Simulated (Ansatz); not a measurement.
Q: Name a neutral molecule of C, F, O and H with HOMO–LUMO gap (PBE0/def2-TZVPP) between 7.85 and 8.15 eV and LUMO energy (PBE0/def2-TZVPP) between -0.85 and -0.55 eV (Ansatz, PBE0-D4/def2-TZVP geometry).

A: `CCOC(=O)C(F)(F)F` (8.11 eV, -0.77 eV). Other molecules can fit too; these were computed, each in one conformer that needn't be the lowest.
